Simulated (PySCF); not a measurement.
# A survey of $^{19}$F NMR shifts

- GFN2-xTB geometry
- shieldings: GIAO PBE0/pcSseg-1
- run in PySCF 2.14.0 with density-fitted response routines
- relativity neglected, averaged over atoms made equivalent by symmetry, fast rotation or ring inversion, one computed conformer, no solvent

Shieldings were converted by a linear fit to measured shifts: $^{19}$F (scatter 6.0 ppm rms, 7.0 ppm with the 5 outliers that the fit left out vs CFCl3, solution or neat liquid, with a term for F on sp3 carbon). A few per cent of atoms miss by over 2 rms, more outside the fitted compound classes.

**Question.** Give the $^{19}$F shifts of `CC[Si@](C)(Cl)CF`.

**Answer.** 
| compound | environment | δ (ppm) |
| --- | --- | --- |
| CC[Si@](C)(Cl)CF | fluorine on an sp3 carbon | -267.1 |

**Question.** Match the shifts -134.8, -221.7, -262.2, -273.1 ppm to `FC[C@@H]([SiH3])CCCl`, `C[Si@H](CF)[SiH2]N`, `C[Si@@](N)([SiH3])CF`, `CO[SiH2]C(F)F`.

**Answer.** -134.8: CO[SiH2]C(F)F (fluorine of a CF2 group); -221.7: FC[C@@H]([SiH3])CCCl (fluorine on an sp3 carbon); -262.2: C[Si@H](CF)[SiH2]N (fluorine on an sp3 carbon); -273.1: C[Si@@](N)([SiH3])CF (fluorine on an sp3 carbon).
